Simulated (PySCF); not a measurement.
SMILES S[Se]S, PBE0/def2-SVP optimised geometry.

```
5

Se    -0.81    -1.06     0.00
S     -1.40     1.06     0.00
H     -1.36     1.26    -1.34
S      1.40    -1.06     0.00
H      1.57    -0.97     1.34
```

Density from PBE0/def2-TZVP run with PySCF 2.14.0 at that geometry.

Minimum of the electron density along straight lines between bonded atoms, close to the bond critical point (lines longer than 1.1 times the sum of covalent radii, or with two minima, are not listed):

```
bond    length / Å  ρ at the minimum / e bohr⁻³  ∇²ρ there / e bohr⁻⁵  position (fraction from the first atom)
------  ----------  ---------------------------  --------------------  ---------------------------------------
Se1–S2       2.207                        0.121                 -0.06                                     0.49
S2–H3        1.354                        0.213                 -0.61                                     0.65
Se1–S4       2.207                        0.121                 -0.06                                     0.49
S4–H5        1.354                        0.213                 -0.61                                     0.65
```
